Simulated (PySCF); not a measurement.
# Electron correlation in Te- (tellurium, charge -1)

[Kr] 4d10 5s2 5p5, 2P determinant. All numbers are calculated (PySCF 2.14, a scalar-relativistic core potential, in aug-cc-pVTZ-PP with one added diffuse shell each of d, f type with ECP28MDF (6s5p5d3f, 67 functions)). Frozen: 4s2 4p6 4d10; 7 electrons correlated.

```tsv
level	correlation energy (mhartree)
CCSD	-133.01
(T)	-5.84
CCSD(T)	-138.85
```

Diagnostics: T1 = 0.0098, D1 = 0.0256, largest double amplitude 0.029.

Question: Is a single reference adequate?

Answer: Yes, within this model without spin-orbit coupling: T1 lies below 0.03 and no double amplitude reaches 0.07.
